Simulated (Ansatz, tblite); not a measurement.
Removing and adding an electron: In11P11H28, a nanocrystal cut from wurtzite InP (hydrogen-capped). Total charge 0; singlet. Geometry: PBE-D4/def2-SVP. Ansatz, gas phase; energy differences of separate SCF runs; the oxidised species was run as a doublet alone; the reduced species was run as a doublet alone.

Cartesian coordinates in Å:
```
In 3.428 -3.238 0.886
P 1.390 -4.939 0.609
In 3.797 0.655 1.174
P 3.581 2.362 -0.824
P 1.993 -1.055 0.725
In 1.045 -0.712 -1.651
In -1.079 -4.205 0.161
P -0.842 -2.520 -1.784
In 1.313 3.453 -1.607
P -0.275 1.500 -1.813
In -1.151 1.919 -4.243
In -3.259 -1.751 -2.279
P -2.946 -0.056 -4.245
P 2.820 2.266 3.035
In 0.281 -0.927 2.633
P -1.610 -2.598 2.094
In 0.417 3.329 2.977
P 0.738 4.611 0.705
P -0.959 1.339 2.204
In -2.146 1.806 -0.083
In -4.046 -1.576 2.029
P -3.689 -0.257 -0.232
H 4.361 -3.408 -0.573
H 3.960 -3.432 2.532
H 1.695 -5.925 -0.384
H 1.334 -5.831 1.728
H 5.465 0.314 1.528
H 4.052 1.642 -1.969
H 4.630 3.339 -0.777
H 2.249 -0.888 -2.903
H -2.156 -5.542 -0.115
H -0.503 -3.340 -2.911
H 1.589 4.679 -2.809
H 0.071 1.422 -5.377
H -2.092 3.385 -4.250
H -4.403 -3.011 -2.630
H -2.814 -0.848 -5.431
H -4.252 0.460 -4.525
H 3.786 3.270 3.372
H 2.885 1.530 4.261
H 0.959 -0.971 4.242
H -1.611 -3.463 3.239
H 0.083 4.370 4.323
H 1.584 5.750 0.906
H -0.484 5.325 0.491
H -2.028 1.343 3.162
H -2.904 3.379 -0.082
H -5.147 -2.883 1.698
H -4.142 -0.392 3.306
H -4.971 0.320 -0.522
```

In the def2 sets In takes a core potential; there is no spin–orbit coupling. The xTB rows come from tblite. Single mean-field runs in def2-SVP are fitted with def2-universal-jkfit. HOMO above LUMO, or a gap near zero within one spin, warns that the state may not be the lowest or that an electron is smeared out.

(1) Estimate orbital energies and vertical ionisation energies and electron affinities at: GFN1-xTB; GFN2-xTB; PBE-D4/def2-SVP; PBE0-D4/def2-SVP.

Answers

(1) 
```tsv
level	−HOMO (eV)	vertical IE (eV)	−LUMO (eV)	vertical EA (eV)	HOMO–LUMO gap (eV)	IE − EA (eV)	remarks
GFN1-xTB	9.08	10.35	6.10	4.92	2.98	5.43	–
GFN2-xTB	10.58	11.83	7.79	6.45	2.79	5.38	–
PBE-D4/def2-SVP	5.61	7.07	2.11	0.88	3.50	6.19	HOMO above zero (-1 doublet), gap within one spin near zero (+1 doublet), gap within one spin near zero (-1 doublet)
PBE0-D4/def2-SVP	6.55	7.55	1.40	0.58	5.15	6.97	HOMO above zero (-1 doublet)
```

   A HOMO above zero means that the electron is unbound at that level or that self-interaction error raises the level; the energy of removing that electron tells which. Raw xTB energy differences between charge states are shifted by several eV; the methods need an empirical correction for them. Sets without diffuse functions give affinities that are too small.
